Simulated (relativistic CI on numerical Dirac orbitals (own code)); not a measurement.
# Hyperfine structure of Hf XLIV, mass number 177

Method of calculation: Dirac-Coulomb-Breit CI, orbitals from a KLI potential per configuration, QED by a radiative potential, unscaled Slater integrals (own radial code, finite nucleus).

CI space (outside the closed core [Ar]): 3d¹⁰4s, 3d¹⁰4p, 3d¹⁰4d, 3d¹⁰4f, 3d¹⁰5s, 3d¹⁰5p, 3d¹⁰5d, 3d¹⁰5f, 3d¹⁰5g, 3d⁹4p², 3d¹⁰6s, 3d¹⁰6p, 3d¹⁰6d, 3d⁸4s4p², 3d⁹4s², 3d⁹4p4d. Levels of other configurations are missing.

Nuclear spin I = 7/2, μ = 0.791 μN, Q = 3.37 b (tables of Stone and Pyykkö). The electronic factors are computed for point nuclear moments, without core polarisation or the Bohr-Weisskopf and QED corrections.

| Level | E (eV) | A (GHz) | B (GHz) |
| --- | --- | --- | --- |
| 3d¹⁰4s ²S1/2 | 0.000 | 336.5 |  |
| 3d¹⁰4p ²P°1/2 | 92.797 | 106.4 |  |
| 3d¹⁰4p ²P°3/2 | 180.337 | 12.47 | 376 |
| 3d¹⁰4d ²D3/2 | 324.386 | 6.298 | 64.4 |
| 3d¹⁰4d ²D5/2 | 342.966 | 2.517 | 78.8 |
| 3d¹⁰4f ²F°5/2 | 497.102 | 1.318 | 20.5 |
| 3d¹⁰4f ²F°7/2 | 501.620 | 0.719 | 23.2 |
| 3d¹⁰5s ²S1/2 | 890.990 | 157.5 |  |

Levels with J = 0, under 50 % of one LS term, or S terms without an open s electron are left out. Small factors come from cancelling terms and can be off by tens of per cent or more.

At this charge energies of transitions that change n are usually good to better than 1 %, and those within a shell (Δn = 0) to a few per cent.

(1) Give the hyperfine levels of 3d¹⁰4s ²S1/2 relative to its centre of gravity.

Results:

(1) With K = F(F + 1) − I(I + 1) − J(J + 1), E = AK/2: F = 3: -757.2, F = 4: 588.9 GHz.

LS names give the leading component of a level, which can be under half, so a name can repeat, a term be missing and a line seem to break the LS rules.
